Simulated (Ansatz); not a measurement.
`[SiH3]/N=C\[SeH]` + `CC#CS` → `CC#CS[SiH3]` + `N=C[SeH]`  (ligand exchange at the Si–N bond)

Calculated with Ansatz (gas phase, PBE0-D4/def2-TZVP geometries, no zero-point term in ΔE). CCSD(T)/CBS is the MP2 limit (def2-TZVPP, def2-QZVPP) plus CCSD(T) − MP2 in def2-TZVPP, frozen cores. DFT in def2-TZVPP. B3LYP here is the variant with VWN-RPA as its local correlation; programs differ in this. For Se outer-core shells are correlated without core-valence functions, which leaves a few kJ/mol of doubt a bond. Scalar relativity is left out up to krypton. One conformer a species, not always the lowest.

`[SiH3]/N=C\[SeH]`:

Z-matrix (Å, degrees):
```
Si
N 1 1.732
H 1 1.483 2 107.6
H 1 1.483 2 107.6 3 118.5
H 1 1.493 2 113.3 3 -120.8
C 2 1.246 1 131.9 3 121.1
Se 6 1.937 2 127.1 1 0.0
H 6 1.094 2 121.7 1 180.0
H 7 1.468 6 93.1 2 -179.9
```

`CC#CS`:

Cartesian coordinates in Å:
```
C -0.417 -1.380 -0.372
C 0.045 -0.030 -0.126
C 0.427 1.093 0.089
S 1.028 2.654 0.254
H 0.199 -1.858 -1.139
H -1.455 -1.396 -0.715
H -0.347 -1.988 0.533
H 0.520 2.905 1.475
```

`CC#CS[SiH3]`:

Cartesian coordinates in Å:
```
C 2.220 -1.107 -0.483
C 1.039 -0.692 0.246
C 0.056 -0.348 0.854
S -1.300 0.109 1.742
Si -2.240 1.234 0.170
H 3.129 -0.712 -0.022
H 2.183 -0.744 -1.514
H 2.301 -2.197 -0.516
H -1.364 2.355 -0.249
H -2.523 0.354 -0.988
H -3.502 1.748 0.759
```

`N=C[SeH]`:

Z-matrix (Å, degrees):
```
C
Se 1 1.903
N 1 1.257 2 119.6
H 1 1.094 2 114.0 3 180.0
H 2 1.468 1 94.0 3 -180.0
H 3 1.018 1 111.3 2 -180.0
```

```csv
species,B3LYP energy (Eh)
`[SiH3]/N=C\[SeH]`,-2787.00891
`CC#CS`,-514.92946
`CC#CS[SiH3]`,-805.67616
`N=C[SeH]`,-2496.26575
```

Q: Work out ΔE.

A: ΔE = (-805.67616) + (-2496.26575) − (-2787.00891) − (-514.92946) = -0.00354 Eh = -2.2 kcal/mol. CCSD(T)/CBS gives -3.5 kcal/mol.

Largest T1 diagnostic among the species: 0.013.
